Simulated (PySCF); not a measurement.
# From computed data to an observable: refractive index and permittivity of the vapour

Nb(NMe)(F)2(Cl) (CH3ClF2NNb), SMILES [N](C)=[Nb]([Cl])([F])[F], multiplicity 1.

Coordinates come from a PBE0-D3(BJ)/def2-SVP optimisation. The multiplicity is an assumed one; no other spin state was optimised. The structure was generated by enumeration; whether it is a known compound was not checked. The def2 effective core potentials stand for the cores of Nb; spin–orbit coupling is left out.

PySCF with PBE/def2-TZVP gives a mean static polarisability of 73.7 bohr³ and a dipole moment of 2.14 D. Take an ideal gas at 298.15 K and 0.1 bar, whether or not the substance is that volatile.

Problem. Work out n − 1 in the optical limit and the static ε − 1.

Solution. 
Polarisability volume α' = 73.7 × 0.148185 = 10.92 Å³. Number density N = p/kT = 2.43e-6 Å⁻³.
Dilute limit of Lorentz–Lorenz: n − 1 = 2π N α' = 0.00017.
Orientation term of Debye: μ²/(3kT) = 8.098 Å³ × μ²(D²) = 37.08 Å³.
ε − 1 = 4π N (α' + μ²/3kT) = 0.0015. Orientation of the dipole supplies 77 % of the static response; it can't follow optical fields. Vibrational polarisation and dispersion are left out.
